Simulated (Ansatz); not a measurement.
Frontier orbitals of CH₅AsS (`CS[AsH2]`).

Charge 0, multiplicity 1. Correlated methods include outer-core shells of As, which these sets cover unevenly. Scalar relativity is left out up to krypton. All single points use the PBE0-D4/def2-TZVP geometry. Basis def2-TZVPP, Ansatz.

```csv
functional,HOMO (eV),LUMO (eV),gap (eV)
PBE,-5.50,-1.34,4.16
r2SCAN,-5.76,-1.14,4.62
PBE0,-6.73,-0.48,6.25
r2SCAN0,-6.89,-0.36,6.53
BHLYP,-7.81,0.46,8.27
ωB97M-V,-8.92,1.43,10.35
```

From PBE to PBE0 the HOMO moves by −1.23 eV and the LUMO by +0.86 eV, and with ωB97M-V by −3.41 and +2.77 eV, so the gap grows from 4.16 to 10.35 eV with exact exchange. A positive LUMO is unbound and depends on the basis.
